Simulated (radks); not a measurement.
Problem. These are the eigenvalues of the occupied orbitals of an atom or ion with whole-number occupations (Ry). Method: Dirac Kohn-Sham, PBE, spin-unpolarised, spherical densities, point nucleus; computed with a radial shooting solver on a logarithmic mesh with Libxc functionals.

| orbital | eigenvalue |
|---|---|
| 1s1/2 | -5285.633 |
| 2s1/2 | -937.1890 |
| 2p1/2 | -897.7348 |
| 2p3/2 | -791.9192 |
| 3s1/2 | -236.9422 |
| 3p1/2 | -219.3703 |
| 3p3/2 | -196.3712 |
| 3d3/2 | -166.9212 |
| 3d5/2 | -161.9316 |
| 4s1/2 | -69.05315 |
| 4p1/2 | -61.68862 |
| 4p3/2 | -56.12502 |
| 4d3/2 | -44.00936 |
| 4d5/2 | -42.94963 |
| 4f5/2 | -27.55379 |
| 4f7/2 | -27.32638 |
| 5s1/2 | -27.19346 |
| 5p1/2 | -24.48228 |
| 5p3/2 | -23.11593 |

Which element is it, and in what charge state? The configuration may be excited. Open shells, if any, are shared by 2j + 1.

Solution. Z = 75, rhenium, charge +15: Re15+ in [Kr] 4d10 4f10 5s2 5p2. The list shows which subshells hold electrons but not how many an open one holds; the 1s level, -2642.8 hartree, gives Z - s = 72.7 by -(Z - s)^2/2, which with screening and relativity narrows Z to a few neighbours, and the depths of the outer levels then fix element, charge and occupations together.
